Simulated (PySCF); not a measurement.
## Spinor energies of Er³⁶⁺ (erbium, charge +36)

Start: [Ar] 3d10 4s2 4p2; 4p1/2 filled at m_j = -1/2, +1/2. Calculated with PySCF 2.14 in an uncontracted even-tempered set (17 s from 3.9 bohr⁻², ratio 2.8; 13 p from 5.1 bohr⁻², ratio 2.8; 8 d from 9 bohr⁻², ratio 2.8; 4 f from 23 bohr⁻², ratio 3): generalised Hartree-Fock with the X2C-1e Hamiltonian and a Gaussian nucleus; one run each with spin-orbit coupling (SO) switched off, then screened by Boettger's factors.

```tsv
spinor shell	electrons	ε, spin-free (eV)	ε, screened SO (eV)	weight of nominal j (screened SO)	rms radius, screened SO (bohr)
1s1/2	2	-59325.9	-59308.6	1.000	0.0231
2s1/2	2	-11361.8	-11354.5	1.000	0.0934
2p1/2	2	-10225.3	-10875.3	1.000	0.0797
2p3/2	4	-10225.3	-9947.9	1.000	0.0865
3s1/2	2	-3713.9	-3710.0	1.000	0.237
3p1/2	2	-3358.7	-3503.0	1.000	0.228
3p3/2	4	-3358.7	-3293.3	1.000	0.242
3d3/2	4	-2926.1	-2950.2	1.000	0.213
3d5/2	6	-2926.1	-2904.5	1.000	0.216
4s1/2	2	-1698.5	-1697.0	1.000	0.503
4p1/2	2	-1582.5	-1620.0	1.000	0.496
```

| quantity | spin-free | screened SO |
| --- | --- | --- |
| E (hartree) | -12314.06379 | -12327.55608 |
| M_J | 0 | 0 |
| ⟨J²⟩ | 2.001 | 0.000 |
| ⟨L²⟩ | 2.001 | 1.363 |
| ⟨S²⟩ | 2.000 | 1.363 |

Breit and QED terms are absent; they matter most for the inner s and p1/2 levels.

Densities and radii are taken from the X2C orbitals without a picture-change correction, which distorts them close to the nucleus.

Without spin-orbit coupling the j labels of p, d and f shells carry no meaning; the spin-free column gives the mean over the occupied spinors of each nl shell.
